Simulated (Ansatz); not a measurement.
**Strength of the C–Ga bond: C3H6ClGa → C3H5 + GaHCl**

Species: C3H6ClGa `C=C[CH2][GaH][Cl]`, singlet; C3H5 `[CH2]C=C`, doublet; GaHCl `[Cl][GaH]`, doublet. 

Shapes, held fixed at every level: PBE0-D4/def2-TZVP. Flexible molecules stand in one conformer, not always the lowest. Programs: Ansatz 0.2.0. The zero-point and thermal change to 298 K, harmonic and unscaled (PBE0-D4/def2-TZVP), is -13.1 kJ/mol.

| level | kind | ΔH(298 K) (kJ/mol) | CPU time (sum over the molecules) |
| --- | --- | --- | --- |
| HF/def2-SVP | Hartree–Fock | +124.4 | – |
| SPW92/def2-TZVPP | LDA | +282.4 | 12 s |
| r2SCAN-D4/def2-TZVPP | meta-GGA | +218.6 | 48 s |
| BHLYP-D4/def2-TZVPP | global hybrid | +221.8 | 30 s |
| wB97M-V/def2-TZVPP | range-separated hybrid | +245.5 | 1.8 min |
| wB97X-V/def2-TZVPP | range-separated hybrid | +251.1 | 79 s |
| B2PLYP/def2-TZVPP | double hybrid | +232.4 | 49 s |

B2PLYP/def2-TZVPP gives ΔH(298 K) = +232.4 kJ/mol; the levels span +124.4 to +282.4. The median of the levels is +232.4. Hartree–Fock misses the correlation of the pair that is broken and comes out low. No measured value is set beside it here. Spin contamination: C3H5 (⟨S²⟩ up to 0.95). Open shells run unrestricted unless RO is named. Relativity is left out for Ga unless named. Correlated rows may include outer-core shells of Ga, which these sets cover unevenly. Times are processor times on shared x86 and Arm servers, and rough.
